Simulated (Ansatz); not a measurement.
`[CH3][GeH]([F])[F]` + CH₃SH → `C[S][GeH]([F])[F]` + CH₄ at 600 K and 1 bar (ligand exchange at a Ge–C bond).

Program: Ansatz. Geometries: PBE0-D4/def2-TZVP. ΔE: electronic, gas phase. CCSD(T)/CBS adds triple-zeta CCSD(T) − MP2 to the extrapolated MP2 energy (def2 sets, frozen cores). This one scheme is used for every species. For Ge outer-core shells are correlated without core-valence functions, which leaves a few kJ/mol of doubt a bond. Scalar relativity is left out up to krypton. One conformer a species, not always the lowest.

```json
{"species": "`[CH3][GeH]([F])[F]`", "CCSD(T)/CBS energy (Eh)": "-2316.24489", "H − E (kJ/mol)": "180.2", "S (J/(mol·K))": "399.2"}
{"species": "CH₃SH", "CCSD(T)/CBS energy (Eh)": "-438.22835", "H − E (kJ/mol)": "152.3", "S (J/(mol·K))": "296.8"}
{"species": "`C[S][GeH]([F])[F]`", "CCSD(T)/CBS energy (Eh)": "-2714.02980", "H − E (kJ/mol)": "197.8", "S (J/(mol·K))": "460.5"}
{"species": "CH₄", "CCSD(T)/CBS energy (Eh)": "-40.46206", "H − E (kJ/mol)": "140.4", "S (J/(mol·K))": "215.7"}
```

H − E and S are ideal-gas, rigid-rotor, harmonic terms from PBE0-D4/def2-TZVP, for one conformer and one mirror image of each species. 1 Eh = 2625.50 kJ/mol, R = 8.31446 J/(mol·K).

By hand: ΔE, ΔH, ΔS and ΔG.

ΔE = (-2714.02980) + (-40.46206) − (-2316.24489) − (-438.22835) = -0.01862 Eh = -48.9 kJ/mol. Δ(H − E) = 197.8 + 140.4 − 180.2 − 152.3 = 5.7, so ΔH = -43.2 kJ/mol. ΔS = 460.5 + 215.7 − 399.2 − 296.8 = -19.8 J/(mol·K). ΔG = -43.2 − 600 × (-19.8)/1000 = -31.3 kJ/mol.

By hand: the equilibrium constant, and the temperature at which ΔG would vanish if ΔH and ΔS stayed fixed.

log₁₀ K = −ΔG/(RT ln 10) = 2.7. ΔG = 0 at ΔH/ΔS = 2182 K, though so small a ΔS makes that figure unsure.

ΔH outweighs TΔS. A doubt of 5 kJ/mol in ΔE shifts log₁₀ K by 0.4 here. Other conformers and mirror images would add mixing entropy, several J/(mol·K) or more a flexible species. Modes under 60 cm⁻¹, often nearly free rotors, make the harmonic entropy too high. These are equilibria of isolated gas molecules and say nothing of rates. Largest T1 diagnostic: 0.012 (customary marks: 0.02 for closed shells, 0.045 for open ones).
